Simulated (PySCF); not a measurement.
Molecular orbitals of RbSb⁺

PBE0 at R = 4.044 Å; Rb def2-SVPD with ECP28, Sb def2-SVPD with ECP28; scalar-relativistic core potentials (PySCF 2.14). State: ⁴Σ⁻ (quartet), unpaired electrons σ ↑, π ↑↑. Only the outer orbitals are listed, counted within each symmetry, core potentials removing the inner ones.

```tsv
spin	orbital	occ.	ε (eV)	on Rb (%)	main shells (%)
α	3π	1	-23.05	100	100 Rb p
α	3π	1	-23.05	100	100 Rb p
α	5σ	1	-23.05	100	100 Rb p
α	6σ	1	-18.93	0	100 Sb s
α	7σ	1	-10.36	3	96 Sb p
α	4π	1	-10.05	1	99 Sb p
α	4π	1	-10.05	1	99 Sb p
α	8σ	0	-5.07	97	97 Rb s
α	5π	0	-3.14	91	88 Rb p, 8 Sb d
α	5π	0	-3.14	91	88 Rb p, 8 Sb d
β	3π	1	-23.05	100	100 Rb p
β	3π	1	-23.05	100	100 Rb p
β	5σ	1	-23.02	100	100 Rb p
β	6σ	1	-16.13	0	100 Sb s
β	7σ	0	-6.64	18	81 Sb p, 15 Rb s
β	4π	0	-6.10	4	95 Sb p
β	4π	0	-6.10	4	95 Sb p
```

Question: Which are the highest filled and the lowest empty level, where do they sit, and how wide is the gap?

Answer: Highest filled α 4π at -10.05 eV (in %: 99 Sb p); lowest empty β 7σ at -6.64 eV (in %: 81 Sb p, 15 Rb s); the gap at PBE0 is 3.41 eV.

* bond order (Mayer): 0.08
* ⟨S²⟩: 3.751
* charge on Rb (Mulliken, basis-dependent): 0.96
* charge on Rb (Löwdin, basis-dependent): 0.81
* dipole moment (positive dipole points towards Sb; it is taken about the centre of mass and depends on that origin): -9.38 D
* polarisability along the bond: 63.4 bohr³
* polarisability across the bond: 50.0 bohr³

Spin–orbit coupling is left out. The state was picked by a PBE0 search and need not be the measured ground state.
